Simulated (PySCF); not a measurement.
Bi(Cl)(Me)2 (C₂H₆BiCl), SMILES [CH3][Bi]([CH3])[Cl]. Atoms are numbered in the order given.

```xyz
10

Bi     0.2639     0.3314     0.0000
Cl    -2.1688    -0.2979     0.0000
C      0.8051    -1.1678     1.6432
H      1.8769    -1.4073     1.5732
H      0.1998    -2.0685     1.4759
H      0.5768    -0.7372     2.6276
C      0.8051    -1.1678    -1.6432
H      0.5768    -0.7372    -2.6276
H      0.1998    -2.0685    -1.4759
H      1.8769    -1.4073    -1.5732
```

Geometry: B3LYP-D3(BJ)/def2-SVP. The structure was generated by enumeration; whether it is a known compound was not checked. The def2 effective core potentials stand for the cores of Bi; spin–orbit coupling is left out.

Level of theory: PySCF with TDA-PBE/def2-SVPD.

Vertical excitations.  State labels are in the subgroup Cs.

Computed lowest excited states:
```json
[
 {"state": "S1", "symmetry": "A'", "energy (eV)": "4.08", "λ (nm)": "304", "f": "0.022", "main pairs": "HOMO→LUMO 98 %"},
 {"state": "S2", "symmetry": "A\"", "energy (eV)": "4.39", "λ (nm)": "282", "f": "0.002", "main pairs": "HOMO−1→LUMO 100 %"},
 {"state": "S3", "symmetry": "A'", "energy (eV)": "5.10", "λ (nm)": "243", "f": "0.012", "main pairs": "HOMO−2→LUMO 97 %"},
 {"state": "S4", "symmetry": "A\"", "energy (eV)": "5.35", "λ (nm)": "232", "f": "0.002", "main pairs": "HOMO−3→LUMO 93 %"},
 {"state": "S5", "symmetry": "A\"", "energy (eV)": "5.44", "λ (nm)": "228", "f": "0.053", "main pairs": "HOMO→LUMO+1 76 %"},
 {"state": "S6", "symmetry": "A'", "energy (eV)": "5.61", "λ (nm)": "221", "f": "0.010", "main pairs": "HOMO−1→LUMO+1 59 %, HOMO→LUMO+2 39 %"},
 {"state": "S7", "symmetry": "A'", "energy (eV)": "5.95", "λ (nm)": "208", "f": "0.066", "main pairs": "HOMO→LUMO+2 42 %, HOMO−1→LUMO+1 24 %, HOMO−3→LUMO+1 11 %, HOMO−4→LUMO 9 %"},
 {"state": "S8", "symmetry": "A\"", "energy (eV)": "6.14", "λ (nm)": "202", "f": "0.006", "main pairs": "HOMO−1→LUMO+2 64 %, HOMO−2→LUMO+1 33 %"},
 {"state": "S9", "symmetry": "A'", "energy (eV)": "6.22", "λ (nm)": "199", "f": "0.025", "main pairs": "HOMO→LUMO+3 90 %"},
 {"state": "S10", "symmetry": "A\"", "energy (eV)": "6.41", "λ (nm)": "193", "f": "0.069", "main pairs": "HOMO−2→LUMO+1 54 %, HOMO−1→LUMO+2 18 %, HOMO−3→LUMO+2 14 %"},
 {"state": "T1", "symmetry": "A'", "energy (eV)": "3.53", "λ (nm)": "351", "f": "0", "main pairs": "HOMO→LUMO 99 %"},
 {"state": "T2", "symmetry": "A\"", "energy (eV)": "4.07", "λ (nm)": "305", "f": "0", "main pairs": "HOMO−1→LUMO 100 %"},
 {"state": "T3", "symmetry": "A'", "energy (eV)": "4.63", "λ (nm)": "268", "f": "0", "main pairs": "HOMO−2→LUMO 99 %"},
 {"state": "T4", "symmetry": "A\"", "energy (eV)": "4.72", "λ (nm)": "263", "f": "0", "main pairs": "HOMO→LUMO+1 95 %"}
]
```
Triplets are in the Tamm–Dancoff approximation.
